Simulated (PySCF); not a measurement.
**Fine-structure interval of Tm²⁺ by level of theory**

Tm²⁺ [Xe] 4f13 [4f5/2^6 4f7/2^7, M_J = 7/2] → Tm²⁺ [Xe] 4f13 [4f5/2^5 4f7/2^8, M_J = 5/2], as a difference of total energies. Calculation: PySCF 2.14, in x2c-QZVPPall-2c (16s16p12d6f4g1h, 213 functions); the two-component X2C-1e Hamiltonian. Correlated levels: [Ar] 3d10 frozen; the 38 highest virtual spinors dropped. "Screened" scales the spin-orbit matrix elements by Boettger's factors to mimic the two-electron term; Breit and QED terms are absent.

| method | fine-structure interval (cm⁻¹) |
| --- | --- |
| GHF (screened spin-orbit) | 9725.2 |
| GMP2 (screened spin-orbit) | 9611.4 |
| GHF (bare spin-orbit) | 16372 |
